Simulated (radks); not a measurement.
Results of a calculation; reference values are marked as such.
How relativity changes the ionisation of the krypton ion Kr3+ ([Ar] 3d10 4s2 4p3) to Kr4+ ([Ar] 3d10 4s2 4p2). Spin-unpolarised spherical Kohn-Sham, PBEsol, point nucleus unless stated (finite: rms radius 4.1884 fm), a radial shooting solver on a logarithmic mesh with Libxc functionals. A level marked "c x" has the speed of light scaled by that factor and shares open shells by 2j + 1; other Dirac levels either fill j = l - 1/2 first or share by 2j + 1.

level                               E(Kr3+) (hartree)  E(Kr4+) (hartree)  IE (eV)   HOMO  <r> HOMO (bohr)
non-rel.                                  -2748.87899        -2747.05159   49.726     4p            1.668
scalar-rel.                               -2785.66560        -2783.83391   49.843     4p            1.661
scalar-rel., finite nucleus               -2785.64183        -2783.81013   49.843     4p            1.661
Dirac, 2j+1 shares                        -2785.87880        -2784.04672   49.854  4p3/2            1.670
Dirac, low j first                        -2785.91182        -2784.09538   49.428  4p3/2            1.671
Dirac, 2j+1 shares, finite nucleus        -2785.85500        -2784.02291   49.854  4p3/2            1.670
Dirac, c x 0.85                           -2800.78860        -2798.95461   49.905  4p3/2            1.670
Dirac, c x 5                              -2750.31146        -2748.48388   49.731  4p3/2            1.668
Dirac, c x 100                            -2748.88257        -2747.05517   49.726  4p3/2            1.668

NIST Atomic Spectra Database: 50.9 eV (measured). The relativistic part of the total energy of Kr3+ is -36.98 hartree (Dirac, 2j+1 shares, finite nucleus), 1.3 % of the non-relativistic value. Spin polarisation and multiplet splitting of open shells are left out at every level.

Beside tabulated values, note that spin-unpolarised runs miss the spin-polarisation part of the exchange energy of open shells.
